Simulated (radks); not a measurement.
Values are calculated unless marked as measured or tabulated.
Xe42+, configuration [Ne] 3s2.

Level of theory: Dirac Kohn-Sham, exchange-only PBE, spin-unpolarised, spherical densities, finite nucleus; Fermi nuclear charge, rms radius 4.7859 fm (a radial shooting solver on a logarithmic mesh with Libxc functionals).

Energy parts (eV):
part                   energy
total             -158063.548
kinetic            170008.097
electron-nucleus  -343073.280
Hartree             17693.319
exchange            -2691.685

Orbitals (lengths in bohr, moments of r in powers of bohr; r(90%) holds 90 % of the orbital's charge):
1s1/2: occ. 2; eigenvalue (eV) -37107.56; <r^4> 2.425e-06; r(90%) 0.0479
2s1/2: occ. 2; eigenvalue (eV) -7945.302; <r^4> 0.0003758; r(90%) 0.173
2p1/2: occ. 2; eigenvalue (eV) -7661.610; <r^4> 0.0002358; r(90%) 0.154
2p3/2: occ. 4; eigenvalue (eV) -7324.815; <r^4> 0.0002822; r(90%) 0.161
3s1/2: occ. 2; eigenvalue (eV) -3213.995; <r^4> 0.01015; r(90%) 0.393

The highest occupied level is 3s1/2 at -3214.0 eV. Summed over all electrons, <r^2> = 0.2687 bohr^2, which gives a Langevin (diamagnetic) susceptibility term of -0.213 x 10^-6 cm^3/mol. The electron density at the nucleus is 2.732e+05 e/bohr^3.
